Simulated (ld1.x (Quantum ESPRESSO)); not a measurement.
## Ranking TM potentials for Pd (Z = 46)

All share these settings but for the change named:

palladium, norm-conserving Troullier–Martins (Kleinman–Bylander form), made with ld1.x (Quantum ESPRESSO) 7.5 (LDA (PZ), non-relativistic). Core [Ar] 3d10, reference 4s2 4p6 4d10 5s0. Waves: 4p (bound): rc 1.15 bohr; 4d (bound): rc 1.75 bohr; 4s (bound): rc 1.05 bohr. Local part: the s channel. Core correction: Bessel-smoothed model core inside 0.65 bohr.

Test errors are all-electron minus pseudo excitation energies from the reference, over 4s2 4p6 4d9 5s0; 4s2 4p6 4d8 5s0; 4s2 4p6 4d7 5s0; 4s2 4p6 4d9.5 5s0; 4s2 4p5 4d10 5s0; 4s2 4p6 4d9 5s1; 4s2 4p6 4d8 5s1. None of these files shows a bound ghost.

The base gives 133.9 meV.

Of 10 variants that were run, those that failed, showed a ghost or another fault, or gave nearly equal values are left out.

A variant can come out equal or close to the base, since the largest error may sit in a test that the change hardly touches while other tests move.

(1) Rank these variants by their largest absolute test error, smallest first.
A. wave 4s (bound): rc 1.05 bohr becomes 4s (bound): rc 1.28 bohr
B. local potential all-electron potential smoothed inside 1.35 bohr (lloc = -1)
C. functional PBE
D. all radii but the core radius scaled by about 0.72 (s 0.76, p 0.82, d 1.26 bohr)

## Answers

(1) B (54.9 meV), C (128.1 meV), D (338.3 meV), A (510.0 meV).
